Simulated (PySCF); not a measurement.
Basis-set dependence of population analyses: `C=CC[Se]C`

Compound: C4H8Se.
Z-matrix (Å and degrees, PBE0-D3(BJ)/def2-SVP geometry), rows numbered from 1:
```
C 
C   1  1.3361
C   2  1.4857  1  124.57
Se  3  1.9657  2  111.61  1  -110.58
C   4  1.9384  3   96.89  2    64.87
H   1  1.0929  2  121.47  3   178.55
H   1  1.0951  2  121.37  3    -2.01
H   2  1.0965  1  119.50  3  -177.38
H   3  1.1003  2  112.15  1    11.49
H   3  1.1009  2  111.89  1   133.39
H   5  1.0991  4  110.09  3   -53.93
H   5  1.0989  4  110.90  3    68.24
H   5  1.0984  4  107.04  3  -172.67
```

PBE0 throughout (PySCF), one geometry, spherical d and f functions. Geometry: PBE0-D3(BJ)/def2-SVP, one conformer, isolated molecule. The calculation is non-relativistic, for selenium too. The first 7 of 10 kinds of atom are listed.

Mulliken charges (e):

```json
{"basis": "STO-3G", "functions": "46", "C1": "-0.175", "C2": "-0.080", "C3": "-0.222", "Se4": "+0.079", "C5": "-0.314", "H6": "+0.083", "H7": "+0.078"}
{"basis": "6-31G", "functions": "79", "C1": "-0.357", "C2": "-0.064", "C3": "-0.661", "Se4": "+0.315", "C5": "-0.772", "H6": "+0.164", "H7": "+0.156"}
{"basis": "6-31G*", "functions": "104", "C1": "-0.397", "C2": "-0.077", "C3": "-0.488", "Se4": "+0.046", "C5": "-0.639", "H6": "+0.176", "H7": "+0.167"}
{"basis": "cc-pVDZ", "functions": "123", "C1": "-0.034", "C2": "-0.087", "C3": "-0.166", "Se4": "+0.008", "C5": "-0.240", "H6": "+0.048", "H7": "+0.036"}
{"basis": "def2-SVP", "functions": "128", "C1": "-0.081", "C2": "-0.083", "C3": "-0.142", "Se4": "-0.054", "C5": "-0.210", "H6": "+0.056", "H7": "+0.045"}
{"basis": "def2-TZVP", "functions": "220", "C1": "-0.288", "C2": "-0.136", "C3": "-0.238", "Se4": "-0.007", "C5": "-0.443", "H6": "+0.133", "H7": "+0.125"}
```

IAO charges (e):

| basis | functions | C1 | C2 | C3 | Se4 | C5 | H6 | H7 |
| --- | --- | --- | --- | --- | --- | --- | --- | --- |
| STO-3G | 46 | -0.273 | -0.146 | -0.399 | +0.257 | -0.541 | +0.136 | +0.129 |
| 6-31G | 79 | -0.327 | -0.133 | -0.388 | +0.136 | -0.564 | +0.155 | +0.145 |
| 6-31G* | 104 | -0.316 | -0.129 | -0.361 | +0.123 | -0.530 | +0.150 | +0.139 |
| cc-pVDZ | 123 | -0.322 | -0.129 | -0.364 | +0.138 | -0.534 | +0.151 | +0.140 |
| def2-SVP | 128 | -0.313 | -0.126 | -0.361 | +0.142 | -0.525 | +0.146 | +0.136 |
| def2-TZVP | 220 | -0.334 | -0.132 | -0.373 | +0.142 | -0.550 | +0.155 | +0.144 |

Hirshfeld charges (e):

```json
{"basis": "STO-3G", "functions": "46", "C1": "-0.069", "C2": "-0.028", "C3": "+0.004", "Se4": "-0.068", "C5": "-0.032", "H6": "+0.028", "H7": "+0.025"}
{"basis": "6-31G", "functions": "79", "C1": "-0.101", "C2": "-0.039", "C3": "-0.069", "Se4": "-0.021", "C5": "-0.123", "H6": "+0.048", "H7": "+0.043"}
{"basis": "6-31G*", "functions": "104", "C1": "-0.101", "C2": "-0.038", "C3": "-0.065", "Se4": "-0.042", "C5": "-0.116", "H6": "+0.048", "H7": "+0.043"}
{"basis": "cc-pVDZ", "functions": "123", "C1": "-0.101", "C2": "-0.041", "C3": "-0.079", "Se4": "+0.015", "C5": "-0.134", "H6": "+0.046", "H7": "+0.042"}
{"basis": "def2-SVP", "functions": "128", "C1": "-0.102", "C2": "-0.041", "C3": "-0.081", "Se4": "+0.018", "C5": "-0.137", "H6": "+0.047", "H7": "+0.042"}
{"basis": "def2-TZVP", "functions": "220", "C1": "-0.106", "C2": "-0.048", "C3": "-0.094", "Se4": "+0.027", "C5": "-0.146", "H6": "+0.048", "H7": "+0.045"}
```

ESP-fitted charges (e):

| basis | functions | C1 | C2 | C3 | Se4 | C5 | H6 | H7 |
| --- | --- | --- | --- | --- | --- | --- | --- | --- |
| STO-3G | 46 | -0.387 | +0.061 | -0.306 | -0.116 | -0.320 | +0.136 | +0.149 |
| 6-31G | 79 | -0.574 | +0.122 | -0.568 | -0.098 | -0.573 | +0.206 | +0.233 |
| 6-31G* | 104 | -0.586 | +0.166 | -0.623 | -0.070 | -0.643 | +0.204 | +0.238 |
| cc-pVDZ | 123 | -0.556 | +0.144 | -0.581 | -0.052 | -0.578 | +0.193 | +0.226 |
| def2-SVP | 128 | -0.553 | +0.142 | -0.574 | -0.054 | -0.568 | +0.192 | +0.225 |
| def2-TZVP | 220 | -0.639 | +0.169 | -0.602 | -0.057 | -0.616 | +0.218 | +0.254 |

Which scheme is steadiest as the basis changes?

Largest range over the bases for any column: Hirshfeld 0.11 e, IAO 0.13 e, ESP-fitted 0.32 e, Mulliken 0.56 e. Hirshfeld charges move least and Mulliken charges most, counted in e. Without the minimal STO-3G basis the ranges are Hirshfeld 0.07, IAO 0.04, ESP-fitted 0.09, Mulliken 0.56 e.

How much do the charges still move between the two largest bases, def2-SVP and def2-TZVP?

At most, over all atoms: Mulliken 0.233 e, IAO 0.025 e, Hirshfeld 0.013 e, ESP-fitted 0.085 e.

What do the same runs give for the total energy, the frontier levels and the dipole moment?

```json
{"basis": "STO-3G", "energy (Eh)": "-2529.8169", "HOMO (eV)": "-3.69", "LUMO (eV)": "3.09", "μ (D)": "1.23"}
{"basis": "6-31G", "energy (Eh)": "-2557.8810", "HOMO (eV)": "-5.99", "LUMO (eV)": "0.15", "μ (D)": "1.56"}
{"basis": "6-31G*", "energy (Eh)": "-2557.9826", "HOMO (eV)": "-5.95", "LUMO (eV)": "0.15", "μ (D)": "1.49"}
{"basis": "cc-pVDZ", "energy (Eh)": "-2558.2636", "HOMO (eV)": "-5.98", "LUMO (eV)": "0.04", "μ (D)": "1.19"}
{"basis": "def2-SVP", "energy (Eh)": "-2557.8790", "HOMO (eV)": "-6.00", "LUMO (eV)": "-0.01", "μ (D)": "1.19"}
{"basis": "def2-TZVP", "energy (Eh)": "-2558.3431", "HOMO (eV)": "-6.12", "LUMO (eV)": "-0.21", "μ (D)": "1.26"}
```

The dipole is fixed by the density alone, so its range of 0.37 D shows that the density itself changes with the basis, not only its division among atoms.
